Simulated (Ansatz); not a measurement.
The same redistribution along the group O, S, Se.

Computed with Ansatz on PBE0-D4/def2-TZVP structures; ΔE is electronic, products minus reactants. CCSD(T)/CBS adds triple-zeta CCSD(T) − MP2 to the extrapolated MP2 energy (def2 sets, frozen cores). This one scheme is used for every species. DFT in def2-TZVPP. For Ga, Se outer-core shells are correlated without core-valence functions, which leaves a few kJ/mol of doubt a bond. Scalar relativity is left out up to krypton.

```
                                                 reaction  B97M-V (kJ/mol)  CCSD/CBS(def2) (kJ/mol)  CCSD(T)/def2-SVP (kJ/mol)  HF/CBS(def2) (kJ/mol)
    `CO[SiH3]` + `[Cl][GaH2]` → `[SiH3]Cl` + `C[O][GaH2]`               57                       59                         51                     76
    `CS[SiH3]` + `[Cl][GaH2]` → `[SiH3]Cl` + `C[S][GaH2]`               -4                       -8                         -2                      1
`C[Se][SiH3]` + `[Cl][GaH2]` → `[SiH3]Cl` + `C[Se][GaH2]`              -15                      -18                        -11                    -12
```

(1) Give the CCSD(T)/CBS values in the same order. (Best estimate.)

Largest T1 diagnostic: 0.015, for `C[O][GaH2]`.

Answers

(1) The calculation gave: 55, -9, -19 kJ/mol.
